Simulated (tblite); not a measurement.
Species: C4H5FNOS (doublet state).
SMILES with atom numbers: `[N:1]#[C:2][CH2:3][C@H:4]([S:5])[O:6][CH2:7][F:8]` (hydrogens: H9, H10 on C3; H11 on C4; H12, H13 on C7)

Structure optimised with GFN2-xTB, isolated species. This method treats the open shell by occupation alone, without spin polarisation.

What internal coordinates does the optimisation give?

```csv
bond,length (bohr)
N1≡C2,2.157
C2–C3,2.727
C3–C4,2.895
C4–S5,3.446
C4–O6,2.649
O6–C7,2.594
C7–F8,2.589
C3–H9,2.066
C3–H10,2.065
C4–H11,2.078
C7–H12,2.067
C7–H13,2.084
```

A selection of angles:
```csv
angle,degrees
N1–C2–C3,179.4
C2–C3–C4,110.4
C3–C4–S5,109.3
C3–C4–O6,108.0
S5–C4–O6,111.7
C4–O6–C7,115.6
O6–C7–F8,110.9
```

Torsions: C2–C3–C4–S5 -169° (antiperiplanar); C3–C4–O6–C7 -170° (antiperiplanar); C4–O6–C7–F8 66° (synclinal).

The 2 C–O bonds span 1.373 Å (O6–C7, drawn single) to 1.402 Å (C4–O6, drawn single), a spread of 0.029 Å. The C–C distances run from 1.443 Å (C2–C3, drawn single) to 1.532 Å (C3–C4, drawn single), a spread of 0.089 Å. Of the pairs four or more bonds apart, S5···H13 is among the closest relative to their van der Waals radii: 2.75 Å, 92 % of the sum of Bondi's values.

Point group: C1 (no symmetry element, even within 0.4 Å). Its GFN2-xTB frequencies are all real (lowest 49 cm⁻¹). 3 starts were optimised and ended at 0.00, 0.26 and 0.68 kcal/mol (GFN2-xTB); the lowest of these is shown.

Hardware: one thread of an Arm Neoverse V1 (shared host). Cost: 0.94 s. These figures are those of the optimisation.

One conformer stands for the species.

These are computed values.
